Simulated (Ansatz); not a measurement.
`c1ccc(-c2ccc(-c3ccccc3)cc2)cc1`, 32 atoms. Hardware: 2 threads of AMD EPYC 7R13 on a shared host and a share (18 GiB) of an NVIDIA H100 80GB HBM3.

Correlated methods freeze 18 core orbitals. Single mean-field runs in def2-TZVP are fitted with def2-universal-jkfit.

Task: How many basis functions does each of these Ansatz runs have, and roughly what does it cost? B3LYP-D4/6-31G, charge 0 singlet, energy; PBE0-D4/def2-SVP, charge 0 singlet, energy, from earlier orbitals; LC-ωPBE (ω = 0.20 bohr⁻¹)/def2-SVP, charge 1 doublet at the geometry of the charge 0 singlet, energy, from earlier orbitals; PBE-D4/def2-TZVP, charge 1 doublet at the geometry of the charge 0 singlet, energy, from earlier orbitals; LC-ωPBE (ω = 0.10 bohr⁻¹)/def2-SVP, charge 1 doublet at the geometry of the charge 0 singlet, energy, from earlier orbitals; HSE06-D4/def2-TZVP, charge -1 doublet at the geometry of the charge 0 singlet, energy, from earlier orbitals; RPA@PBE/def2-TZVP, charge 0 singlet, energy, from earlier orbitals; PBE-D4/def2-TZVP, charge 0 triplet at the geometry of the charge 0 singlet, energy, from earlier orbitals; PBE0-D4/def2-TZVP, charge -1 doublet at the geometry of the charge 0 singlet, energy; PBE0-D4/def2-TZVP, charge 1 doublet at the geometry of the charge 0 singlet, energy; PBE0-D4/def2-TZVP, charge 0 triplet at the geometry of the charge 0 singlet, energy; LC-ωPBE (ω = 0.15 bohr⁻¹)/def2-SVP, charge -1 doublet at the geometry of the charge 0 singlet, energy, from earlier orbitals.

Result: Other jobs shared the machine, so times can vary by a factor of up to 3. A dash marks memory too small to be measured apart from the calling script's.

| run | functions | fitting or Cholesky vectors | wall time | peak host memory (GiB) |
| --- | --- | --- | --- | --- |
| PBE0-D4/def2-SVP, charge 0 singlet, energy, from earlier orbitals | 322 | 3656 | 6.5 s | – |
| PBE-D4/def2-TZVP, charge 0 triplet at the geometry of the charge 0 singlet, energy, from earlier orbitals | 642 | 1602 | 8 s | 1.1 |
| LC-ωPBE (ω = 0.20 bohr⁻¹)/def2-SVP, charge 1 doublet at the geometry of the charge 0 singlet, energy, from earlier orbitals | 322 | 3656 | 11 s | – |
| B3LYP-D4/6-31G, charge 0 singlet, energy | 190 | 2734 | 11 s | – |
| PBE0-D4/def2-TZVP, charge 0 triplet at the geometry of the charge 0 singlet, energy | 642 | 1602 | 13 s | 1.3 |
| PBE0-D4/def2-TZVP, charge -1 doublet at the geometry of the charge 0 singlet, energy | 642 | 1602 | 13 s | 1.2 |
| LC-ωPBE (ω = 0.15 bohr⁻¹)/def2-SVP, charge -1 doublet at the geometry of the charge 0 singlet, energy, from earlier orbitals | 322 | 3656 | 13 s | – |
| PBE-D4/def2-TZVP, charge 1 doublet at the geometry of the charge 0 singlet, energy, from earlier orbitals | 642 | 1602 | 13 s | 1.1 |
| HSE06-D4/def2-TZVP, charge -1 doublet at the geometry of the charge 0 singlet, energy, from earlier orbitals | 642 | 1602 | 15 s | 1.1 |
| RPA@PBE/def2-TZVP, charge 0 singlet, energy, from earlier orbitals | 642 | 4272 | 15 s | 4.4 |
| LC-ωPBE (ω = 0.10 bohr⁻¹)/def2-SVP, charge 1 doublet at the geometry of the charge 0 singlet, energy, from earlier orbitals | 322 | 3656 | 15 s | – |
| PBE0-D4/def2-TZVP, charge 1 doublet at the geometry of the charge 0 singlet, energy | 642 | 1602 | 16 s | 1.2 |
